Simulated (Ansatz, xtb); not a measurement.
## FH5OPSi+: 10 structures ranked

10 gas-phase structures of FH5OPSi+, found in a search over its isomers (lower ones may exist). Each was relaxed with GFN2-xTB; where two conformers were screened, the lower at r2SCAN-D4/def2-SVP is listed:

A. `FP[OH+][SiH3]`, a singlet
B. `O[PH2+][SiH2]F`, a singlet
C. `[OH2+][Si@H](F)P`, a singlet
D. `F[PH2+]O[SiH3]`, a singlet
E. `F[SiH2][OH+]P`, a singlet
F. a singlet given by its coordinates
G. `O[P@H+](F)[SiH3]`, a singlet
H. `O[SiH2][PH2+]F`, a singlet
I. `F[SiH2]O[PH3+]`, a singlet
J. `O[Si@@H](F)[PH3+]`, a singlet

F (Å):

```yaml
atoms:
  - { symbol: F, position_ang: [1.0150, -0.6630, -1.6265] }
  - { symbol: O, position_ang: [1.7769, -3.2904, 0.1764] }
  - { symbol: P, position_ang: [-0.1515, -0.8265, -0.5458] }
  - { symbol: Si, position_ang: [1.1955, -2.1322, 1.0795] }
  - { symbol: H, position_ang: [2.5254, -3.4350, -0.4042] }
  - { symbol: H, position_ang: [2.0839, -1.0516, 1.4820] }
  - { symbol: H, position_ang: [0.1366, -2.7187, 1.8726] }
  - { symbol: H, position_ang: [-0.4831, 0.5218, -0.4512] }
  - { symbol: H, position_ang: [-1.1381, -1.2429, -1.4354] }
```

Close contacts (Å): F1–P3 1.60, O2–Si4 1.58, P3–Si4 2.48, O2–H5 0.96, P3–H8 1.39, P3–H9 1.39, Si4–H6 1.46, Si4–H7 1.45.

Make a reasoned guess at their ranking by r2SCAN-D4/def2-SVP single-point energy.

Calculated order at r2SCAN-D4/def2-SVP: J (0.0), I (38.8), C (76.1), E (113.2), B (134.4), D (137.5), H (179.5), F (185.7), A (215.1), G (215.9) kJ/mol. Less than 1 kcal/mol parts B and D; A and G, so the order within those pairs means little.

Energies above the lowest of each column, in kJ/mol; the last columns are at PBE0-D3(BJ)/pcseg-1 geometries and were run for some of them only (a dash: not run or not comparable):

| structure | GFN2-xTB | HF/STO-3G | r2SCAN-D4/def2-SVP | PBE0-D3(BJ)/pcseg-1 | CCSD(T)/def2-SVP + ΔMP2/def2-TZVPP |
| --- | --- | --- | --- | --- | --- |
| J | 60.4 | 31.0 | 0.0 | 0.0 | 0.0 |
| I | 0.0 | 141.1 | 38.8 | 45.3 | 11.5 |
| C | 164.2 | 42.3 | 76.1 | 75.8 | 78.2 |
| E | 90.9 | 0.0 | 113.2 | – | – |
| B | 94.1 | 143.9 | 134.4 | – | – |
| D | 54.4 | 263.2 | 137.5 | – | – |
| H | 96.4 | 178.7 | 179.5 | – | – |
| F | 102.0 | 197.8 | 185.7 | – | – |
| A | 125.5 | 66.6 | 215.1 | – | – |
| G | 140.9 | 241.9 | 215.9 | – | – |

CCSD(T)/def2-SVP + ΔMP2/def2-TZVPP puts J lowest of those it was run on; GFN2-xTB picks I, HF/STO-3G picks E. Flexible structures stand in one conformer each, not always the lowest. Frequencies (PBE0-D3(BJ)/pcseg-1) were run for C, I, J alone. The ΔMP2 step shifts differences by up to 29.3 kJ/mol, which makes them less sure. ΔMP2 is the change of the MP2 energy from the smaller to the larger basis.

Over these structures GFN2-xTB departs from r2SCAN-D4/def2-SVP by 47.3 kJ/mol on average once a common shift is removed. A GFN2-xTB relaxation took about 0.23 s and the r2SCAN-D4/def2-SVP energy about 2.4 s on a shared host (Ansatz 0.2.0, xtb 6.7.1).
